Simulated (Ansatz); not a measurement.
A nudged elastic band was laid between two geometries of CH$_{6}$AuNO (10 atoms, charge 0, multiplicity 1).

Method: Ansatz, RKS PBE-D4/def2-SVP.

| Item | Value |
| --- | --- |
| movable images | 5 |
| climbing image | yes |
| spring | 5.0 eV/Å² |
| optimiser | quadratic models (default) |
| start path | IDPP |
| force threshold | 0.05 eV/Å |
| iteration limit | 60 |
| end points | relaxed |

Image 0:

```xyz
10
Properties=species:S:1:pos:R:3
C -0.386 1.814 -1.489
O 0.735 1.228 -0.887
Au 0.464 -0.314 0.307
N 0.343 -1.966 1.607
H -0.958 1.131 -2.169
H -1.128 2.243 -0.768
H -0.030 2.664 -2.120
H 0.287 -1.677 2.595
H -0.490 -2.539 1.409
H 1.164 -2.583 1.515
```

Image 6:

```xyz
10
Properties=species:S:1:pos:R:3
C -0.867 2.118 -0.646
O 0.067 1.657 0.292
Au 0.411 -0.278 0.404
N 0.890 -2.314 0.647
H -1.909 1.736 -0.490
H -0.921 3.230 -0.556
H -0.600 1.899 -1.713
H 0.508 -2.699 1.524
H 0.510 -2.882 -0.125
H 1.910 -2.468 0.663
```

Task: Which bonds break or form, and what moves?

Result: No bond is made or broken. The dihedral H5–C1–O2–Au3 goes from -62 to 62°.

Task: Give the energies along the band, and the barrier.

Result: It converged. The highest image is number 3 of 0 to 6, 0.067 eV above the ends, which have the same energy within 2 meV. A vibrational analysis at the climbing image gives one clearly imaginary mode, 177i cm⁻¹, and a faint second one (14i cm⁻¹) that may be numerical noise or a soft torsion: probably a first-order saddle point.

```json
{"image": "0", "path coordinate (Å)": "0.00", "energy (eV)": "0.000", "dihedral H5–C1–O2–Au3 (°)": "-62"}
{"image": "1", "path coordinate (Å)": "0.51", "energy (eV)": "0.009", "dihedral H5–C1–O2–Au3 (°)": "-48"}
{"image": "2", "path coordinate (Å)": "1.03", "energy (eV)": "0.043", "dihedral H5–C1–O2–Au3 (°)": "-27"}
{"image": "3", "path coordinate (Å)": "1.54", "energy (eV)": "0.067", "dihedral H5–C1–O2–Au3 (°)": "0"}
{"image": "4", "path coordinate (Å)": "2.07", "energy (eV)": "0.042", "dihedral H5–C1–O2–Au3 (°)": "27"}
{"image": "5", "path coordinate (Å)": "2.59", "energy (eV)": "0.008", "dihedral H5–C1–O2–Au3 (°)": "49"}
{"image": "6", "path coordinate (Å)": "3.11", "energy (eV)": "0.000", "dihedral H5–C1–O2–Au3 (°)": "62"}
```

Task: What is the geometry of the highest image?

Result: 
```xyz
10
Properties=species:S:1:pos:R:3
C -0.684 2.088 -0.971
O 0.372 1.596 -0.188
Au 0.451 -0.290 0.356
N 0.681 -2.270 1.018
H -1.458 1.336 -1.255
H -1.228 2.910 -0.438
H -0.303 2.522 -1.930
H 0.405 -2.384 2.005
H 0.105 -2.922 0.466
H 1.659 -2.587 0.936
```

The band took 4 iterations and of the order of 60 core-seconds.

Time of the run: 31 s on 2 threads of AMD EPYC 7R13 Processor (Zen 3), with other jobs on the host, peak memory 0.16 GiB.
